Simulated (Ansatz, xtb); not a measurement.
Spectroscopic constants of CoSb, multiplicity 5 (lowest of 2S+1 = 1, 3, 5, 7 at PBE0/def2-TZVPP; our sources give no spin for the ground state, which may be another). No spin–orbit coupling. Co is treated without relativity.

The constants come from a fifth-degree fit in 1/R (seven points, main isotopes). In def2 and cc sets the state is the lowest found near the PBE0 minimum, followed along R.

Correlated levels freeze the inner cores; with def2 sets outer-core shells near the valence are correlated too.

Run with Ansatz (a first-principles code) with Gaussian orbitals; xtb for the GFN methods. Each number belongs to the level named beside it. In def2 rows elements past Kr take small-core potentials, without spin–orbit coupling. The GFN methods have no spin term and hold the electronic entropy of 300 K.

```json
[
 {"level": "GFN1-xTB", "r_e (Å)": "2.411", "ω_e (cm⁻¹)": "…", "ω_e x_e (cm⁻¹)": "2.0", "dipole (D)": "-"},
 {"level": "GFN2-xTB", "r_e (Å)": "2.403", "ω_e (cm⁻¹)": "227", "ω_e x_e (cm⁻¹)": "1.9", "dipole (D)": "-"},
 {"level": "r2SCAN/def2-TZVPP", "r_e (Å)": "2.408", "ω_e (cm⁻¹)": "254", "ω_e x_e (cm⁻¹)": "0.73", "dipole (D)": "3.09"},
 {"level": "B97M-V/def2-TZVPP", "r_e (Å)": "2.447", "ω_e (cm⁻¹)": "240", "ω_e x_e (cm⁻¹)": "0.74", "dipole (D)": "2.82"},
 {"level": "B3LYP/def2-TZVPP", "r_e (Å)": "2.463", "ω_e (cm⁻¹)": "231", "ω_e x_e (cm⁻¹)": "0.74", "dipole (D)": "2.91"},
 {"level": "CAM-B3LYP/def2-TZVPP", "r_e (Å)": "2.453", "ω_e (cm⁻¹)": "234", "ω_e x_e (cm⁻¹)": "0.69", "dipole (D)": "3.38"},
 {"level": "wB97X-V/def2-TZVPP", "r_e (Å)": "2.453", "ω_e (cm⁻¹)": "236", "ω_e x_e (cm⁻¹)": "0.64", "dipole (D)": "3.98"},
 {"level": "B2PLYP/def2-TZVPP", "r_e (Å)": "…", "ω_e (cm⁻¹)": "…", "ω_e x_e (cm⁻¹)": "0.81", "dipole (D)": "-"}
]
```

Q: Some entries are withheld; supply them.

A: 
- B2PLYP/def2-TZVPP, r_e (Å): 2.437
- B2PLYP/def2-TZVPP, ω_e (cm⁻¹): 237
- GFN1-xTB, ω_e (cm⁻¹): 252
